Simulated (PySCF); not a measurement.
**Electron correlation in Sr²⁴⁺ (strontium, charge +24)**

Starting occupation: [Ne] 3s2 3p2, 3p1/2 with m_j = -1/2, +1/2. All numbers are calculated (PySCF 2.14, X2C-1e with screened-nucleus spin-orbit coupling, Gaussian nucleus, in an uncontracted even-tempered set (19 s from 3.2 bohr⁻², ratio 2.4; 13 p from 4.2 bohr⁻², ratio 2.4; 5 d from 16 bohr⁻², ratio 2.6; 4 f from 24 bohr⁻², ratio 2.6)). Frozen: 1s2; 12 electrons correlated; the 50 highest virtual spinors left out.

MP2 pair energies summed by pair of shells (mhartree):

```tsv
pair	energy	share (%)
2p3/2-2p3/2	-92.60	18.1
2p1/2-2p3/2	-87.62	17.1
3s1/2-3s1/2	-53.51	10.5
3p1/2-3s1/2	-47.61	9.3
2p3/2-2s1/2	-39.94	7.8
3p1/2-3p1/2	-39.84	7.8
2p3/2-3p1/2	-32.50	6.4
2p3/2-3s1/2	-29.39	5.7
2p1/2-2p1/2	-20.26	4.0
2p1/2-2s1/2	-18.32	3.6
2p1/2-3s1/2	-11.85	2.3
2p1/2-3p1/2	-11.76	2.3
2s1/2-2s1/2	-10.57	2.1
2s1/2-3p1/2	-8.64	1.7
2s1/2-3s1/2	-7.40	1.4
```

Total MP2 correlation energy: -511.82 mhartree.

At this charge the one-electron X2C treatment keeps the bare 1/r₁₂, with no two-electron picture change or Breit term. The effect here is smaller than on the frozen 1s shell.
